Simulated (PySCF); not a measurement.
## r2SCAN on Ni⁺ (nickel, charge +1)

Configuration: [Ar] 3d8 4s1, high-spin 4F determinant (an excited configuration). All numbers are calculated (PySCF 2.14, no relativity, point nucleus, in def2-TZVPPD (6s6p4d2f1g, 67 functions)).

```json
{"Total energy": "-1507.936 hartree", "One-electron energy": "-2083.384 hartree", "Hartree (Coulomb) energy": "638.311 hartree", "Exchange-correlation energy": "-62.863 hartree", "Kinetic energy": "1505.74153 hartree", "⟨S²⟩": "3.7510", "⟨L²⟩": "12.018", "Sum of ⟨r⟩": "18.49 bohr", "Sum of ⟨r²⟩": "23.71 bohr²", "Density at the nucleus (Gaussians lack the cusp)": "14500 bohr⁻³", "Spin density at the nucleus": "7.21 bohr⁻³", "Langevin diamagnetic susceptibility": "-18.8 ×10⁻⁶ cm³/mol"}
```

```json
{"shell": "1s α", "electrons": "1", "mean orbital energy (hartree)": "-299.79893", "spread (hartree)": "0", "rms radius, mean of both spins (bohr)": "0.0635"}
{"shell": "1s β", "electrons": "1", "mean orbital energy (hartree)": "-299.79671", "spread (hartree)": "0", "rms radius, mean of both spins (bohr)": "0.0635"}
{"shell": "2s α", "electrons": "1", "mean orbital energy (hartree)": "-36.10216", "spread (hartree)": "0", "rms radius, mean of both spins (bohr)": "0.269"}
{"shell": "2s β", "electrons": "1", "mean orbital energy (hartree)": "-36.04684", "spread (hartree)": "0", "rms radius, mean of both spins (bohr)": "0.269"}
{"shell": "2p α", "electrons": "3", "mean orbital energy (hartree)": "-31.49565", "spread (hartree)": "0", "rms radius, mean of both spins (bohr)": "0.240"}
{"shell": "2p β", "electrons": "3", "mean orbital energy (hartree)": "-31.45346", "spread (hartree)": "0", "rms radius, mean of both spins (bohr)": "0.240"}
{"shell": "3s α", "electrons": "1", "mean orbital energy (hartree)": "-4.48310", "spread (hartree)": "0", "rms radius, mean of both spins (bohr)": "0.805"}
{"shell": "3s β", "electrons": "1", "mean orbital energy (hartree)": "-4.35013", "spread (hartree)": "0", "rms radius, mean of both spins (bohr)": "0.805"}
{"shell": "3p α", "electrons": "3", "mean orbital energy (hartree)": "-3.05708", "spread (hartree)": "0", "rms radius, mean of both spins (bohr)": "0.851"}
{"shell": "3p β", "electrons": "3", "mean orbital energy (hartree)": "-2.92991", "spread (hartree)": "0", "rms radius, mean of both spins (bohr)": "0.851"}
{"shell": "3d α", "electrons": "5", "mean orbital energy (hartree)": "-0.71507", "spread (hartree)": "0.05549", "rms radius, mean of both spins (bohr)": "1.13"}
{"shell": "3d β", "electrons": "3", "mean orbital energy (hartree)": "-0.64905", "spread (hartree)": "0", "rms radius, mean of both spins (bohr)": "1.13"}
{"shell": "4s α", "electrons": "1", "mean orbital energy (hartree)": "-0.51261", "spread (hartree)": "0", "rms radius, mean of both spins (bohr)": "2.72"}
```
